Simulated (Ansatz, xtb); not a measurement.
## Relative energy of two structures of CH5AlSb

Structure X is a doublet given by its coordinates and structure Y is `[CH3][Sb][AlH2]`, a doublet. Both are isolated molecules in the gas phase, relaxed with PBE0-D3(BJ)/def2-SVP; the shapes shown needn't be the lowest conformers.

X (Å):

```yaml
atoms:
  - { symbol: C, position_ang: [0.7121, 1.0096, 0.9719] }
  - { symbol: Al, position_ang: [-0.0122, -0.5131, -0.0154] }
  - { symbol: Sb, position_ang: [2.4345, 0.1443, 1.9982] }
  - { symbol: H, position_ang: [0.0455, 1.4015, 1.7551] }
  - { symbol: H, position_ang: [1.0773, 1.8263, 0.3300] }
  - { symbol: H, position_ang: [-1.0732, -1.4664, 0.6899] }
  - { symbol: H, position_ang: [0.5252, -0.8189, -1.4807] }
  - { symbol: H, position_ang: [3.3544, 0.0508, 0.5430] }
```

Close contacts (Å): C1–Al2 1.95, C1–Sb3 2.18, Al2–Sb3 3.24, C1–H4 1.10, C1–H5 1.10, Al2–H6 1.59, Al2–H7 1.59, Sb3–H8 1.72.

Y (Å):

```xyz
8

C    -0.6159    0.5497    0.5467
Al    2.8323   -0.2010    0.6307
Sb    0.4828   -1.3096    0.1768
H    -0.2833    1.3315   -0.1510
H    -0.4339    0.8977    1.5735
H    -1.6897    0.3670    0.4074
H     2.9261    1.3469    1.0122
H     4.1672   -1.0663    0.5259
```

Quicker runs give these differences E(Y) − E(X): GFN2-xTB −0.511 eV; HF/STO-3G −0.681 eV (at GFN2-xTB geometries); r2SCAN-D4/def2-SVP −0.554 eV (at GFN2-xTB geometries).

**Question.** Estimate E(Y) − E(X) at the level CCSD(T)/def2-SVP + ΔMP2/def2-TZVPP.

**Answer.** Calculated at CCSD(T)/def2-SVP + ΔMP2/def2-TZVPP: E(Y) − E(X) = −0.421 eV, so structure Y lies lower.

Level by level:

```
                             level              geometry  E(Y) − E(X) (eV)  departure from the last row (eV)  job, with rough time for the two
                          GFN2-xTB              GFN2-xTB              −0.511                            −0.091              optimisation, 0.21 s
                         HF/STO-3G              GFN2-xTB              −0.681                            −0.261              single point, 0.72 s
                r2SCAN-D4/def2-SVP              GFN2-xTB              −0.554                            −0.134               single point, 4.5 s
              PBE0-D3(BJ)/def2-SVP  PBE0-D3(BJ)/def2-SVP              −0.493                            −0.072             optimisation, 2.6 min
                       HF/def2-SVP  PBE0-D3(BJ)/def2-SVP              −0.558                            −0.138           part of the CCSD(T) run
                      MP2/def2-SVP  PBE0-D3(BJ)/def2-SVP              −0.429                            −0.008           part of the CCSD(T) run
                  CCSD(T)/def2-SVP  PBE0-D3(BJ)/def2-SVP              −0.433                            −0.013                      single point
CCSD(T)/def2-SVP + ΔMP2/def2-TZVPP  PBE0-D3(BJ)/def2-SVP              −0.421                                                  single point, 27 s
```

None of the levels shown reverses the order. The largest departure from CCSD(T)/def2-SVP + ΔMP2/def2-TZVPP is that of HF/STO-3G, 0.261 eV. The last row adds to CCSD(T) the change of the MP2 difference between the two basis sets, here +0.013 eV.

With harmonic frequencies from PBE0-D3(BJ)/def2-SVP (ideal gas, rigid rotor, one conformer each, 298.15 K, 1 atm): on the last row, ΔE + ΔZPE = −0.310 eV. A mode under 50 cm⁻¹ makes harmonic enthalpies and free energies unreliable, so none is given.

Open shells are spin-unrestricted. The correlated steps freeze 10 core orbitals; the filled d shell of Sb is correlated, in a basis made for valence electrons. Atoms past krypton carry core potentials in the def2 sets, other sets are all-electron and non-relativistic, and no spin–orbit term is included. Codes used: Ansatz 0.2.0, xtb 6.7.1; the last row on 2 threads of Arm Neoverse V2 on a shared host.
